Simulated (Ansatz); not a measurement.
A made-up structure of CH3InO, singlet:

```
6
angstrom
O -0.2006 -1.1734 -0.0383
C -1.3286 -1.4584 0.2755
In 0.2825 0.9876 -0.0016
H 0.4113 -1.8856 -0.2816
H -0.0575 1.9395 -1.3980
H 0.7997 1.6989 1.4811
```

It is relaxed with PBE-D4/def2-SVP and then PBE0-D4/def2-TZVP (Ansatz 0.2.0). Atoms count as bonded within 1.22 times the sum of their covalent radii (H–H: 0.88 Å). The end point is not checked to be a true minimum.

(1) Does its bonding change? (Judge from chemistry; the calculation decides.)

Answers

(1) Computed: Yes. Formed: C2–In3; broken: O1–In3.

Where it ends: The first stage lowers the energy by 2.80 eV in 20 steps. It ends as CH₃InO ([OH][C][InH2]):
O1  (0.229, -1.833, -0.222)
C2  (-0.496, -0.810, 0.080)
In3  (0.187, 1.231, 0.048)
H4  (-0.294, -2.652, -0.135)
H5  (-0.286, 2.206, -1.297)
H6  (0.567, 1.966, 1.564)
(Å)

Labels in which every atom is bracketed show which atoms are joined, not bond orders.

For scale, one of the runs: PBE0-D4/def2-TZVP relaxation, 130 basis functions, launched by `ansatz run in.yaml --threads 2 --pin off --events-out ev --progress --plain --max-ram 4352MiB`. Hardware: 2 CPU threads of an Intel Xeon, shared host. Wall time about 62 s.
